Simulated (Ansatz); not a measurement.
The same group exchange along the group F, Cl, I.

Computed with Ansatz on PBE0-D4/def2-TZVP structures; ΔE is electronic, products minus reactants. CBS: MP2 limit from def2 TZ/QZ plus the TZ coupled-cluster correction, frozen cores. This one scheme is used for every species. Functionals use def2-TZVPP. def2 core potentials past Kr. For I, Te outer-core shells are correlated without core-valence functions, which leaves a few kJ/mol of doubt a bond. One conformer a species, not always the lowest.

```
                                                                reaction  CCSD(T)/CBS(def2) (kJ/mol)
`FC[TeH]` + `[NH2][AlH][SiH3]` → `[NH2][AlH][SiH2][TeH]` + fluoromethane                        -110
       `ClC[TeH]` + `[NH2][AlH][SiH3]` → `[NH2][AlH][SiH2][TeH]` + `CCl`                           ?
         `[TeH]CI` + `[NH2][AlH][SiH3]` → `[NH2][AlH][SiH2][TeH]` + `CI`                        -111
```

(1) Fill in the missing values. (Best estimate.)

Largest T1 diagnostic: 0.013, for `[NH2][AlH][SiH3]`.

## Answers

(1) Computed: `ClC[TeH]` + `[NH2][AlH][SiH3]` → `[NH2][AlH][SiH2][TeH]` + `CCl`: -115.5 kJ/mol.
